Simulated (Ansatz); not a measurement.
Frontier orbitals of C5H5ClF4O3Ti, SMILES `CC1=CC(C(F)(F)F)=[O+][Ti-]([OH])([F])([Cl])[O]1`.

Cartesian coordinates in Å:
```
C -2.465 -1.102 -0.495
C -1.156 -0.434 -0.242
C 0.016 -1.200 -0.061
C 1.209 -0.573 0.182
C 2.476 -1.396 0.432
F 2.245 -2.707 0.346
F 2.951 -1.140 1.649
F 3.411 -1.082 -0.458
O 1.415 0.680 0.236
Ti 0.317 2.280 -0.057
O -0.796 3.051 1.103
F 1.738 3.236 0.317
Cl -0.055 2.824 -2.163
O -1.150 0.820 -0.195
H -2.388 -2.187 -0.479
H -3.189 -0.772 0.253
H -2.840 -0.776 -1.469
H -0.030 -2.277 -0.094
H -1.707 2.758 1.198
```

The species carries charge 0 and has multiplicity 1. Correlated methods include outer-core shells of Ti, which these sets cover unevenly. Scalar relativity is left out up to krypton. Geometry: relaxed with PBE0-D4/def2-TZVP. It is one conformer, not always the lowest. Basis def2-TZVPP, the Gaussian-basis code of Ansatz.

```
 functional  HOMO (eV)  LUMO (eV)  gap (eV)
LDA (SPW92)      -7.34      -4.06      3.28
        PBE      -7.10      -3.77      3.33
     revPBE      -7.01      -3.66      3.35
       PBE0      -8.29      -2.99      5.30
      B3LYP      -8.08      -3.21      4.87
      BHLYP      -9.36      -2.04      7.32
  CAM-B3LYP      -9.57      -1.94      7.63
    LC-ωPBE     -10.81      -0.86      9.95
    ωB97X-V     -10.49      -0.87      9.62
    ωB97M-V     -10.40      -0.91      9.49
         HF     -10.96       0.68     11.64
```

Against PBE, PBE0 changes HOMO and LUMO by −1.19 and +0.78 eV, ωB97M-V by −3.30 and +2.87 eV. A gap of 3.33 eV thus becomes 9.49 eV for the same molecule, so an orbital gap means little without its functional.

B3LYP here is the variant with VWN-RPA as its local correlation; programs differ in this. LC-ωPBE has ω = 0.4 bohr⁻¹.
